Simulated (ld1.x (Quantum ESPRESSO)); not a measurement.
## Transferability test, RRKJ potential for lead (Pb)

* Element: Pb
* Generator: ld1.x (Quantum ESPRESSO) 7.5
* Type: norm-conserving RRKJ (Kleinman–Bylander form)
* Functional: PBE
* Relativity: scalar-relativistic
* Frozen core: [Xe] 4f14
* Valence charge: 14
* Reference configuration: 5d10 6s1 6p3
* Partial waves: 6s (bound): rc 1.75 bohr; 5d (bound): rc 1.10 bohr; 6p (bound): rc 2.05 bohr
* Local potential: the p channel
* Core correction: a·sin(br)/r model core inside 1.05 bohr
* rho0: 0.01

Energies are relative to the spin-unpolarised reference configuration 5d10 6s1 6p3; without spin polarisation the order of configurations can differ from experiment.

(1) Give the all-electron excitation energy and the error of the potential for: 5d10 6s2 6p2; 5d10 6s2 6p1; 5d10 6s2 6p0; 5d10 6s2 6p2.3; 5d10 6s2 6p1.5; 5d9 6s2 6p3; 5d9 6s2 6p2.

Levels in the configuration 5d10 6s2 6p2:

```csv
level,all-electron (eV),pseudo (eV)
5d,-21.177,-21.207
6s,-12.040,-12.051
6p,-3.497,-3.504
```

Note: ghost state, extra bound levels that the all-electron valence spectrum of the same l lacks: s at -3.6 eV. A true bound ghost makes a file unfit for plane-wave use.

Answers

(1)

```tsv
valence configuration	charge	ΔE all-electron (eV)	error AE − PS (meV)
5d10 6s2 6p2	0	-8.736	+3.6
5d10 6s2 6p1	+1	-2.161	-6.0
5d10 6s2 6p0	+2	11.284	-16
5d10 6s2 6p2.3	-0.3	-9.536	+5.8
5d10 6s2 6p1.5	+0.5	-6.245	-0.9
5d9 6s2 6p3	0	10.589	-48
5d9 6s2 6p2	+1	18.426	+40
```
